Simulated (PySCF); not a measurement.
All of these have the formula C6H11F3. Computed with TDDFT CAM-B3LYP/def2-SVPD, vertical, gas phase, core orbitals frozen in the response (PySCF 2.14.0, density-fitted response routines). Geometries: PBE0-D3(BJ)/def2-SVP; one conformer of each isolated species. Triplets are in the Tamm–Dancoff approximation. 'Strongest' means the level of largest summed f among the lowest 10 singlets; it needn't be the same kind of state in each.

Problem. Rank by computed energy of the strongest computed level, lowest first.
A. `CC(F)(F)C(C)(C)CF`
B. `C[C@H](C(F)F)[C@@H](C)CF`
C. `C[C@@H](CF)[C@@H](C)C(F)F`
D. `CC[C@@](C)(F)CC(F)F`
E. `CCCCCC(F)(F)F`

Solution. C (9.19 eV), B (9.31 eV), E (9.64 eV), D (9.92 eV), A (10.21 eV).

| SMILES | strongest (eV) | T1 (eV) | LUMO (eV) | gap (eV) | α (au) | HOMO (eV) | S1 mainly |
| --- | --- | --- | --- | --- | --- | --- | --- |
| C[C@@H](CF)[C@@H](C)C(F)F | 9.19 | 8.66 | 1.18 | 11.64 | 74.9 | -10.46 | H→L (86%) |
| C[C@H](C(F)F)[C@@H](C)CF | 9.31 | 8.81 | 1.15 | 11.72 | 74.9 | -10.57 | H→L (54%) |
| CCCCCC(F)(F)F | 9.64 | 8.61 | 1.24 | 11.99 | 77.1 | -10.75 | H→L (80%) |
| CC[C@@](C)(F)CC(F)F | 9.92 | 8.90 | 1.20 | 11.85 | 75.1 | -10.64 | H→L (88%) |
| CC(F)(F)C(C)(C)CF | 10.21 | 8.83 | 1.17 | 11.75 | 74.3 | -10.58 | H→L (85%) |

H and L stand for HOMO and LUMO.

- `C[C@@H](CF)[C@@H](C)C(F)F`: Löwdin shares by element: HOMO carbon 51% or more (atoms not listed hold the other 49%); LUMO carbon 33% or more, hydrogen 8% or more (atoms not listed hold the other 59%).
- `C[C@H](C(F)F)[C@@H](C)CF`: Löwdin shares by element: HOMO carbon 33% or more, fluorine 20% or more (atoms not listed hold the other 46%); LUMO carbon 37% or more, hydrogen 8% or more (atoms not listed hold the other 55%).
- `CCCCCC(F)(F)F`: Löwdin shares by element: HOMO carbon 41% or more, hydrogen 18% or more (atoms not listed hold the other 41%); LUMO carbon 39% or more (atoms not listed hold the other 61%).
- `CC[C@@](C)(F)CC(F)F`: Löwdin shares by element: HOMO carbon 42% or more, fluorine 14% or more (atoms not listed hold the other 44%); LUMO carbon 35% or more, hydrogen 8% or more (atoms not listed hold the other 57%).
- `CC(F)(F)C(C)(C)CF`: Löwdin shares by element: HOMO carbon 44% or more, fluorine 15% or more (atoms not listed hold the other 41%); LUMO carbon 34% or more, hydrogen 7% or more (atoms not listed hold the other 59%).

Without π bonds the low states are Rydberg-like; a valence basis with one diffuse set may place them up to an eV too high.
